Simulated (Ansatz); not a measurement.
`[SiH3]N[SiH2][GaH2]`, charge 0, multiplicity 1.

(1) Give a relaxed structure at PBE0-D4/def2-TZVP (Ansatz 0.2.0). (An estimate is asked.)

## Answers

(1) The calculation gave: 
Z-matrix (Å, degrees):
```
Si
N 1 1.706
H 1 1.518 2 105.8
H 1 1.486 2 114.4 3 116.5
H 1 1.486 2 115.3 3 -116.5
Si 2 1.752 1 122.1 3 5.4
H 2 1.010 1 118.6 3 -176.1
Ga 6 2.420 2 100.0 1 -2.3
H 6 1.493 2 110.1 1 119.9
H 6 1.493 2 109.8 1 -124.5
H 8 1.572 6 120.5 2 -92.6
H 8 1.573 6 120.5 2 91.7
```
This is one stationary point; other conformers may exist.
